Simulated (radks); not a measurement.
Values are calculated unless marked as measured or tabulated.
Question: The silicon ion Si4+, [Ne]. Level of theory: non-relativistic Kohn-Sham, exchange-only PBE, spin-polarised, spherical densities, point nucleus (a radial shooting solver on a logarithmic mesh with Libxc functionals). Every spin shell is full or empty, so the densities are truly spherical. Functionals are evaluated on that one density, not self-consistently. Rank these exchange functionals by their error against the exact value of the orbitals, and give that value: LDA, PBE, PW91, OPTX, AM05, SOGGA, APBE, SCAN, MVS.

Answer: Exact: -19.1602 hartree. From best to worst, with 100 (|E| - |E exact|)/|E exact| (equal figures are ties): OPTX -0.02, MVS -0.14, PW91 -0.28, SCAN +0.32, APBE +0.48, PBE -0.70, SOGGA -3.83, AM05 -7.35, LDA -8.58.
